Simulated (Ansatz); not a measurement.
The cluster Be3O3. The state is a singlet with charge 0. Geometry r2SCAN-D4/def2-SVP.

```xyz
6

Be    0.402    1.225    0.019
Be   -1.085   -0.332    0.613
Be    0.683   -0.893   -0.632
O    -0.500   -1.523   -0.023
O     1.349    0.413   -0.762
O    -0.849    1.110    0.785
```

B3LYP takes the VWN-RPA correlation. The structure comes from a short search, and lower isomers may exist.

Q: Estimate the orbital energies around the gap (eV) in Ansatz with HF/STO-3G, HF/6-31G, PBE-D4/def2-TZVPD, B3LYP-D4/6-31G, PBE0-D4/def2-SVP.

A: 
```csv
orbital,HF/STO-3G,HF/6-31G,PBE-D4/def2-TZVPD,B3LYP-D4/6-31G,PBE0-D4/def2-SVP
HOMO−5,-12.44,-15.40,-9.31,-10.90,-11.20
HOMO−4,-12.03,-14.38,-8.43,-9.93,-10.28
HOMO−3,-10.05,-13.20,-7.41,-8.70,-9.17
HOMO−2,-10.05,-13.20,-7.41,-8.70,-9.17
HOMO−1,-9.17,-12.70,-7.08,-8.39,-8.76
HOMO,-9.17,-12.70,-7.08,-8.39,-8.76
LUMO,4.59,1.64,-2.30,-1.64,-1.45
LUMO+1,7.26,2.85,-1.00,-0.25,-0.17
LUMO+2,7.26,2.85,-1.00,-0.25,-0.17
LUMO+3,9.26,4.67,0.15,1.48,1.40
LUMO+4,9.26,4.95,0.68,1.69,1.71
LUMO+5,9.76,4.95,0.68,1.70,1.72
```
